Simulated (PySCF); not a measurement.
Fill in the blanks.

Species: C4H12GeN2.
InChI=1S/C4H12GeN2/c1-6-3-4-7(2)5/h3H,4H2,1-2,5H3/b6-3+

Conformer (atom-mapped SMILES and torsion angles): `[CH3:1]/[N:2]=[CH:3]/[CH2:4][N:5]([CH3:6])[GeH3:7]`: N2–C3–C4–N5 -15°, C3–C4–N5–C6 -78°.

| property | level | value |
| --- | --- | --- |
| point group | PBE0-D3(BJ)/def2-SVP | ? |
| rotational constants A, B, C | PBE0-D3(BJ)/def2-SVP | ? |
| dipole moment | CAM-B3LYP/def2-SVPD | 2.12 D |
| HOMO energy | CAM-B3LYP/def2-SVPD | ? |
| LUMO energy | CAM-B3LYP/def2-SVPD | ? |
| lowest singlet excitation | TDDFT CAM-B3LYP/def2-SVPD | 5.06 eV (245 nm, f = 0.000) |
| strongest line among the 6 lowest singlet transitions | TDDFT CAM-B3LYP/def2-SVPD | ? |
| static isotropic polarisability | CAM-B3LYP/def2-SVPD | 97.0 au |
| electronic spatial extent ⟨r²⟩ about the centre of nuclear charge | CAM-B3LYP/def2-SVPD | 1342 bohr² |

Gas-phase values; electronic properties from PySCF, density fitting. The structure is a single PBE0-D3(BJ)/def2-SVP conformer in the gas phase; no vibrational or solvent corrections. The calculation is non-relativistic and has no spin–orbit coupling, an omission that weighs most on germanium.

Problem. Give the HOMO energy.

Solution. -7.45 eV.

Problem. The rotational constants A, B, C?

Solution. 2.401, 1.147, 0.931 GHz.

Problem. The strongest line among the 6 lowest singlet transitions?

Solution. S5 at 6.74 eV (184 nm, f = 0.033).

Problem. Give the LUMO energy.

Solution. 1.00 eV.

Problem. What is the point group?

Solution. C1.

A dipole of 2.12 D is allowed in C1, and pure rotational transitions are dipole-allowed. The rotational constants make it an asymmetric top with κ = (2B − A − C)/(A − C) = -0.71, nearer the prolate limit (−1). In wavenumbers S1 is 40800 cm⁻¹ (1 eV = 8065.54 cm⁻¹). The principal polarisabilities are 86.1, 100.1 and 104.8 au; their mean is the isotropic value. No computed singlet falls in the visible range (750 to 380 nm, 1.65 to 3.26 eV); S1 lies 1.80 eV above its blue end.
